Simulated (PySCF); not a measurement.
Orbital picture of KSb⁻

CAM-B3LYP at R = 3.517 Å; basis K def2-SVPD, Sb def2-SVPD with ECP28; scalar-relativistic core potentials; PySCF 2.14. State: ⁴Σ⁻ (quartet), unpaired electrons σ ↑, π ↑↑. Only the outer orbitals are listed, counted within each symmetry, core potentials removing the inner ones.

```
spin  orbital  occ.  ε (eV)  on K (%)  main shells (%)
   α       4π     1  -18.81       100          100 K p
   α       4π     1  -18.81       100          100 K p
   α       8σ     1  -18.68       100          100 K p
   α       9σ     1  -11.35         1          99 Sb s
   α       5π     1   -2.64         3          97 Sb p
   α       5π     1   -2.64         3          97 Sb p
   α      10σ     1   -2.17        18  82 Sb p, 13 K s
   α      11σ     1   -0.19        94   64 K s, 29 K p
   α       6π     0    2.68        99           98 K p
   α       6π     0    2.68        99           98 K p
   β       4π     1  -18.79       100          100 K p
   β       4π     1  -18.79       100          100 K p
   β       8σ     1  -18.65       100          100 K p
   β       9σ     1   -9.47         1          99 Sb s
   β      10σ     1   -1.52        26  74 Sb p, 18 K s
   β      11σ     0    2.06        98   87 K s, 10 K p
   β       5π     0    2.31        61  60 K p, 39 Sb p
   β       5π     0    2.31        61  60 K p, 39 Sb p
```

Question: Which are the highest filled and the lowest empty level, where do they sit, and how wide is the gap?

Answer: Highest filled α 11σ at -0.19 eV (in %: 64 K s, 29 K p); lowest empty β 11σ at 2.06 eV (in %: 87 K s, 10 K p); the gap at CAM-B3LYP is 2.25 eV. An empty level above zero is unbound, and its energy depends on the basis.

| Property | Result |
| --- | --- |
| bond order (Mayer) | 0.77 |
| ⟨S²⟩ | 3.757 |
| charge on K (Mulliken, basis-dependent) | -0.44 |
| charge on K (Löwdin, basis-dependent) | -0.46 |
| dipole moment (positive dipole points towards Sb; it is taken about the centre of mass and depends on that origin) | 7.46 D |
| polarisability along the bond | 516.9 bohr³ |
| polarisability across the bond | 556.8 bohr³ |

Spin–orbit coupling is left out. The state is the lowest determinant that a PBE0 search found; another state may lie lower at other levels.
